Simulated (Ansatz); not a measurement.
Single points on InH2(OMe) (CH5InO).

```yaml
crystal:
  periodic: [false, false, false]
  atoms:
    - {symbol: In, position_ang: [0.615988, 1.448616, 0.718924]}
    - {symbol: H, position_ang: [2.156921, 0.693762, 0.807162]}
    - {symbol: H, position_ang: [-0.054918, 2.960305, 1.142604]}
    - {symbol: O, position_ang: [-0.768577, 0.252271, -0.092473]}
    - {symbol: C, position_ang: [-0.528011, -1.059514, -0.545080]}
    - {symbol: H, position_ang: [-0.768883, -1.141151, -1.611673]}
    - {symbol: H, position_ang: [-1.166309, -1.768624, -0.004660]}
    - {symbol: H, position_ang: [0.513810, -1.385685, -0.414803]}
basis:
  gaussian: {orbitals: def2-TZVP, initial_orbitals: start.molden}
correlation: {method: mp2}
scf: {omitted_lower_state_checks: [starts]}
output: {orbitals: {seedname: orbitals}}
```

The file start.molden holds the orbitals of an earlier run on this structure, at another level or in another basis.

```sh
$ ansatz run in.yaml --threads 4 --pin off --events-out ev --progress --plain --max-ram 3916MiB
```

It prints (some lines left out):

```
Functional definition: HF
1140 factors; integrals over basis functions are off by at most 1.2e-3 eV
mean field evaluation 1: about -8295.1466 eV, gradient 2.0e1 eV
mean field evaluation 2: about -8295.8518 eV, gradient 7.7e-1 eV
mean field evaluation 4: about -8295.9626 eV, gradient 1.6e-2 eV
mean field evaluation 8: about -8295.9626 eV, gradient 2.6e-6 eV
mean field -8295.96258104 eV, -304.8710016478 hartree, gradient 2.6e-6 eV, S^2 0.000000; 0 other end points of the search recorded, 0 dependent functions left out
6 core orbitals not correlated: weight in the atoms' cores, before any rotation towards them, 1.000 or more for the frozen orbitals, at most 0.000 for the correlated occupied ones
reference -8295.96258104 eV, -304.8710016478 hartree; 14, 14 occupied and 122, 122 virtual orbitals, 1140 factors
second order -18.97426716 eV of doubles, -0.00000000 eV of singles
Total energy: -8314.93684820 eV, -305.5682931048 hartree
Checks for a lower state left out: starts
```

Hardware: 4 threads of Arm Neoverse V1 on a shared host. Wall time 1.1 s.

As the first input, with `hamiltonian: {xc: {name: BLYP}, dispersion: d4}` and without the key `correlation` (abridged; 1.1 s):

```
Functional definition: BLYP
mean field -8337.90867940 eV, -306.4124923305 hartree, gradient 1.0e-5 eV, S^2 0.000000
Total energy: -8338.16824807 eV, -306.4220313030 hartree
Checks for a lower state left out: starts
```

First input, but with `hamiltonian: {xc: lda}` and without the key `correlation` (abridged; 0.6 s):

```
Functional definition: SPW92
mean field -8305.87178467 eV, -305.2351581645 hartree, gradient 1.4e-5 eV, S^2 0.000000
Total energy: -8305.87183826 eV, -305.2351601341 hartree
Checks for a lower state left out: starts
```

As the first input, with `hamiltonian: {xc: {name: wB97M-V}}` and without the key `correlation` (abridged; 4.1 s):

```
Functional definition: wB97M-V
mean field -8337.14530864 eV, -306.3844389723 hartree, gradient 2.5e-5 eV, S^2 0.000000
Total energy: -8337.14537422 eV, -306.3844413824 hartree
Checks for a lower state left out: starts
```

Geometry: B3LYP-D4/def2-TZVP.

In the def2 sets In takes a core potential; there is no spin–orbit coupling. Correlated methods freeze 6 core orbitals; core or outer-core shells of In are correlated, in sets that lack core-valence functions.
